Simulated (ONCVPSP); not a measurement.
osmium, ONCV: configuration errors across variants

Os, optimised norm-conserving Vanderbilt (ONCV), made with ONCVPSP 4.0.1 (LDA (Perdew-Zunger), fully relativistic). Core [Kr] 4d10 4f14, reference 5s2 5p6 5d5 (charge +3). Waves: 5s: rc 1.15 bohr, ncon 4, nbas 8, qcut 6.9 1/bohr, 3 projectors, debl 1 Ha; 5p: rc 1.45 bohr, ncon 5, nbas 9, qcut 7.6 1/bohr, 2 projectors, debl 3.4 Ha; 5d: rc 2.40 bohr, ncon 3, nbas 8, qcut 7.3 1/bohr, 1 projector. Local part: polynomial inside 1.10 bohr (lpopt 5, dvloc0 6 Ha). Core correction: none.

Open shells are filled in proportion to 2j + 1.

In the s channel the program set the typed energies aside and used -4.496, 0.250, 1.250 Ha.

All-electron excitation energies from the reference (eV): (1) 5s2 5p6 5d6 6s2 -56.303; (2) 5s2 5p6 5d6 6s1 -46.434; (3) 5s2 5p6 5d6 -29.149; (4) 5s2 5p6 5d6 6p1 -40.259.

5 further variants failed, have other tests or too few solved ones, and are left out.

A true bound ghost makes a file unfit for plane-wave use even where its test errors are small: the radial tests pick states by their node count and pass the ghost by.

Errors AE − PS in meV (a dash: test not solved or not reliable):

| change | (1) | (2) | (3) | (4) | bound ghosts | GHOST(+) flags above zero |
| --- | --- | --- | --- | --- | --- | --- |
| base | +1.8 | +2.4 | +4.7 | +3.1 | none | s |
| s: qcut 4.3; p: qcut 4.8; d: qcut 4.6 | -32 | +1.9 | +42 | +20 | s | s, d5/2, d3/2 |
| s: qcut 5; p: qcut 5.6; d: qcut 5.3 | -18 | +0.3 | +23 | +11 | s | s |
| s: qcut 6.2; p: qcut 6.8; d: qcut 6.5 | -3.2 | +1.4 | +8.7 | +4.4 | none | s |
| s: qcut 6.8; p: qcut 7.5; d: qcut 7.2 | +1.3 | +2.3 | +5.0 | +3.2 | none | s |

(1) Give the same row for: s: qcut 5.7; p: qcut 6.3; d: qcut 6.1.

## Answers

(1) -7.0, +0.8, +12, +5.6; bound ghosts: none; GHOST(+) flags above zero: s.
